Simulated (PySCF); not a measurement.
**Electronic structure of Ta³⁺ (tantalum, charge +3) at the UHF level**

Configuration: [Xe] 4f14 5d2, high-spin 3F determinant. All numbers are calculated (PySCF 2.14, a scalar-relativistic core potential, in def2-TZVP with the def2 core potential (60 electrons)).

* Total energy: -54.713037 hartree
* One-electron energy: -82.1662 hartree
* Hartree (Coulomb) energy: 32.9098 hartree
* Exchange energy: -5.4566 hartree
* ⟨S²⟩: 2.0028
* ⟨L²⟩: 12.033
* Sum of ⟨r⟩: 13.91 bohr
* Sum of ⟨r²⟩: 22.22 bohr²
* Time after the integrals: 0.08 s of wall time on 1 thread of Intel(R) Xeon(R) 6975P-C (shared host)

| shell | electrons | mean orbital energy (eV) | rms radius, mean of both spins (bohr) |
| --- | --- | --- | --- |
| 5s α | 1 | -114.37 | 1.19 |
| 5s β | 1 | -112.04 | 1.19 |
| 5p α | 3 | -75.855 | 1.39 |
| 5p β | 3 | -72.378 | 1.39 |
| 5d α | 2 | -35.336 | 1.97 |

Energies and moments cover only the electrons outside the core potential. Spin-orbit coupling, absent here, splits the open shell strongly.
